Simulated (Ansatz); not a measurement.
Mulliken charges of `[I][SnH]1[CH2][CH2]1` from r2SCAN/def2-TZVPP in Ansatz (PBE0-D4/def2-TZVP geometry).

```json
{"atom": "I1", "x (Å)": "-0.718", "y (Å)": "-0.688", "z (Å)": "-2.909", "charge (e)": "-0.393"}
{"atom": "Sn2", "x (Å)": "0.440", "y (Å)": "1.235", "z (Å)": "-1.268", "charge (e)": "0.387"}
{"atom": "C3", "x (Å)": "0.897", "y (Å)": "-0.476", "z (Å)": "0.628", "charge (e)": "-0.257"}
{"atom": "C4", "x (Å)": "-0.407", "y (Å)": "-0.256", "z (Å)": "0.898", "charge (e)": "-0.161"}
{"atom": "H5", "x (Å)": "-1.100", "y (Å)": "1.739", "z (Å)": "-0.544", "charge (e)": "-0.161"}
{"atom": "H6", "x (Å)": "1.682", "y (Å)": "0.011", "z (Å)": "1.197", "charge (e)": "0.134"}
{"atom": "H7", "x (Å)": "1.200", "y (Å)": "-1.255", "z (Å)": "-0.063", "charge (e)": "0.168"}
{"atom": "H8", "x (Å)": "-1.188", "y (Å)": "-0.805", "z (Å)": "0.384", "charge (e)": "0.159"}
{"atom": "H9", "x (Å)": "-0.718", "y (Å)": "0.449", "z (Å)": "1.659", "charge (e)": "0.123"}
```

Problem. By hand: the dipole of these point charges (1 e Å = 4.8032 D).

Solution. Σ q r = (0.614, 0.350, 0.849) e Å, of length 1.105 e Å = 5.31 D.

Problem. How does the dipole of the full density compare? (Estimate.)

Solution. Computed: (0.318, 0.174, 0.764) e Å, 4.06 D; the point charges give 1.31 times that, at 14° from its direction.

Point charges leave out the atoms' own dipoles, such as those of lone pairs, and Mulliken's split depends on the basis, so the two needn't agree.
